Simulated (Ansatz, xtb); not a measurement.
## Relative energy of two conformers of C2H5ClGe

We compare X, `C[CH2][Ge][Cl]`, a singlet, with Y, `C[CH2][Ge][Cl]`, a singlet. Both are isolated molecules in the gas phase, relaxed with PBE0-D3(BJ)/def2-SVP.

X (Å):

```tsv
atom	x (Å)	y (Å)	z (Å)
C	-1.2702	1.6779	0.0837
C	-0.9400	0.3009	0.6430
Cl	-1.1895	-2.7661	1.1753
Ge	-2.1900	-1.1430	0.0645
H	-1.2504	1.6892	-1.0183
H	-2.2739	2.0156	0.3898
H	-0.5558	2.4438	0.4254
H	-0.9392	0.2896	1.7487
H	0.0748	-0.0323	0.3564
```

Y (Å):

| atom | x (Å) | y (Å) | z (Å) |
| --- | --- | --- | --- |
| C | -0.2261 | 1.1657 | -0.1742 |
| C | 1.0888 | 1.7305 | 0.3324 |
| Cl | 1.6032 | 1.6596 | -2.8280 |
| Ge | 2.5707 | 2.1992 | -0.9188 |
| H | -0.7171 | 1.8580 | -0.8743 |
| H | -0.9284 | 0.9656 | 0.6513 |
| H | -0.0739 | 0.2242 | -0.7228 |
| H | 1.5746 | 1.0487 | 1.0602 |
| H | 0.9378 | 2.6660 | 0.9093 |

Question: Estimate which is lower in electronic energy at CCSD(T)/def2-SVP + ΔMP2/def2-TZVPP, and by roughly how much.

Answer: Too close to call at this level: CCSD(T)/def2-SVP + ΔMP2/def2-TZVPP gives E(Y) − E(X) = +0.25 kcal/mol.

The same difference at several levels:

```tsv
level	geometry	E(Y) − E(X) (kcal/mol)	departure from the last row (kcal/mol)	job, with rough time for the two
PBE0-D3(BJ)/def2-SVP	PBE0-D3(BJ)/def2-SVP	−0.47	−0.72	optimisation, 2.7 min
HF/def2-SVP	PBE0-D3(BJ)/def2-SVP	+0.45	+0.20	part of the CCSD(T) run
MP2/def2-SVP	PBE0-D3(BJ)/def2-SVP	−0.30	−0.55	part of the CCSD(T) run
CCSD(T)/def2-SVP	PBE0-D3(BJ)/def2-SVP	−0.26	−0.51	single point
CCSD(T)/def2-SVP + ΔMP2/def2-TZVPP	PBE0-D3(BJ)/def2-SVP	+0.25		single point, 47 s
```

The largest departure from CCSD(T)/def2-SVP + ΔMP2/def2-TZVPP is that of PBE0-D3(BJ)/def2-SVP, 0.72 kcal/mol. Levels run at GFN2-xTB geometries aren't shown. The last row adds to CCSD(T) the change of the MP2 difference between the two basis sets, here +0.51 kcal/mol.

With harmonic frequencies from PBE0-D3(BJ)/def2-SVP (ideal gas, rigid rotor, one conformer each, 298.15 K, 1 atm): on the last row, ΔE + ΔZPE = +0.33 kcal/mol. A mode under 50 cm⁻¹ makes harmonic enthalpies and free energies unreliable, so none is given.

The correlated steps freeze 16 core orbitals; the filled d shell of Ge is correlated, in a basis made for valence electrons. Programs: Ansatz 0.2.0; the last row on 2 threads of Arm Neoverse N1 on a shared host.
